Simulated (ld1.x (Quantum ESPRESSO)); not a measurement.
**Which change was made? (C, PAW)**

| Item | Value |
| --- | --- |
| Element | C (Z = 6) |
| Generator | ld1.x (Quantum ESPRESSO) 7.5 |
| Type | PAW |
| Functional | PBE |
| Relativity | non-relativistic |
| Frozen core | [He] |
| Valence charge | 4 |
| Reference configuration | 2s2 2p2 |
| Partial waves | 2s (bound): rcut 1.20, rcutus 1.35 bohr; 2s channel at 0.4 Ry: rcut 1.20, rcutus 1.35 bohr; 2p (bound): rcut 2.05, rcutus 2.45 bohr; 2p channel at 0.9 Ry: rcut 2.05, rcutus 2.45 bohr; 3d channel at 0.4 Ry: rcut 2.20, rcutus 2.80 bohr; 3d channel at 3.05 Ry: rcut 2.20, rcutus 2.80 bohr |
| Local potential | all-electron potential smoothed inside 1.45 bohr (lloc = -1) |
| Core correction | a·sin(br)/r model core, default radius (ld1.x builds one for every PAW set, though the input has nlcc=.false.) |
| Augmentation charge | BESSEL, radius 1.35 bohr |

Cutoffs, loose and tight: the cutoffs (Ry, on a coarse ladder) from which the occupation-weighted sum of valence levels, in a spherical-Bessel basis at the reference potential, stays within 10 and 1 mRy of its value at 400 Ry. They do not see the model core or the augmentation charge, which bear on the density cutoff. Test errors are all-electron minus pseudo excitation energies from the reference, over the configurations 2s2 2p1; 2s2 2p0; 2s1 2p0; 2s2 2p1.5; 2s0 2p4; 2s1 2p2; 2s1 2p3; variants that change the core or the reference have their own tests.

The base gives: outcome: generated; cutoff, loose: 10 Ry; cutoff, tight: 15 Ry; bound ghosts: none; largest test error (meV): +16.

Problem. After one change the result is: outcome: generated; cutoff, loose: 12 Ry; cutoff, tight: 18 Ry; bound ghosts: none; largest test error (meV): -14. Which change was it?
A. waves 2p (bound): rcut 1.94, rcutus 2.06 bohr; 2p channel at 0.9 Ry: rcut 1.94, rcutus 2.06 bohr
B. waves 2s (bound): rcut 1.20, rcutus 1.96 bohr; 2s channel at 0.4 Ry: rcut 1.20, rcutus 1.96 bohr
C. waves 2s (bound): rcut 1.20, rcutus 1.54 bohr; 2s channel at 0.4 Ry: rcut 1.20, rcutus 1.54 bohr
D. all radii but the core radius scaled by about 1.17 (s 1.58, p 2.86, d 3.26 bohr, rcut 1.40/2.38/2.56); local potential all-electron potential smoothed inside 1.68 bohr (lloc = -1); augmentation BESSEL, radius 1.58 bohr
E. functional PBEsol; added wave 3d channel at 0.4 Ry: rc 2.80 bohr; removed wave 3d channel at 0.4 Ry: rcut 2.20, rcutus 2.80 bohr; removed wave 3d channel at 3.05 Ry: rcut 2.20, rcutus 2.80 bohr

Solution. C. The others give: waves 2s (bound): rcut 1.20, rcutus 1.96 bohr; 2s channel at 0.4 Ry: rcut 1.20, rcutus 1.96 bohr → outcome: generated, overlap not positive; bound ghosts: not determined (overlap not positive); largest test error (meV): -112 | waves 2p (bound): rcut 1.94, rcutus 2.06 bohr; 2p channel at 0.9 Ry: rcut 1.94, rcutus 2.06 bohr → outcome: generated; cutoff, loose: 15 Ry; cutoff, tight: 18 Ry; bound ghosts: none; largest test error (meV): -10 | functional PBEsol; added wave 3d channel at 0.4 Ry: rc 2.80 bohr; removed wave 3d channel at 0.4 Ry: rcut 2.20, rcutus 2.80 bohr; removed wave 3d channel at 3.05 Ry: rcut 2.20, rcutus 2.80 bohr → outcome: failed: invmat: error in DGETRF | all radii but the core radius scaled by about 1.17 (s 1.58, p 2.86, d 3.26 bohr, rcut 1.40/2.38/2.56); local potential all-electron potential smoothed inside 1.68 bohr (lloc = -1); augmentation BESSEL, radius 1.58 bohr → outcome: generated, overlap not positive; bound ghosts: not determined (overlap not positive); largest test error (meV): +39. A file whose overlap is not positive is unfit for use, and its test errors describe a broken file.
